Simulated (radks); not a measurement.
I I, configuration [Kr] 4d10 5s2 5p5 (the NIST ground configuration).

Calculated with a radial shooting solver on a logarithmic mesh with Libxc functionals: scalar-relativistic Kohn-Sham, HCTH/407, spin-polarised, spherical densities, finite nucleus; open shells are filled with parallel spins first (spin-orbit coupling, left out, can overturn this in heavy ions); Fermi nuclear charge, rms radius 4.75 fm.

Energy parts (eV):
part                       energy
total                 -193761.558
kinetic                203343.487
electron-nucleus      -468772.150
Hartree                 76719.389
exchange-correlation    -5052.284

Orbitals (lengths in bohr, moments of r in powers of bohr):
orbital  occ.  eigenvalue (eV)     <r^2>
1s up       1        -32973.09  0.001006
1s down     1        -32973.05  0.001006
2s up       1        -5101.721   0.01620
2s down     1        -5101.702   0.01620
2p up       3        -4582.027   0.01282
2p down     3        -4581.995   0.01282
3s up       1        -1031.384    0.1126
3s down     1        -1031.355    0.1126
3p up       3        -862.7325    0.1128
3p down     3        -862.6985    0.1128
3d up       5        -609.9597   0.09820
3d down     5        -609.9268   0.09819
4s up       1        -181.7921    0.6170
4s down     1        -181.7341    0.6170
4p up       3        -128.8135    0.7118
4p down     3        -128.7575    0.7113
4d up       5         -51.4082    0.9861
4d down     5         -51.3068    0.9812
5s up       1         -17.9886     4.338
5s down     1         -17.1816     4.348
5p up       3          -7.5822     6.911
5p down     2          -6.8058     7.255

The highest occupied level is 5p down at -6.806 eV. For comparison, the ionisation energy in NIST's Atomic Spectra Database is 10.451 eV (measured). In exact Kohn-Sham theory the highest level is minus the ionisation energy, but local and semilocal functionals leave it too shallow, through self-interaction and a potential that decays too fast; potentials with the right tail come closer.
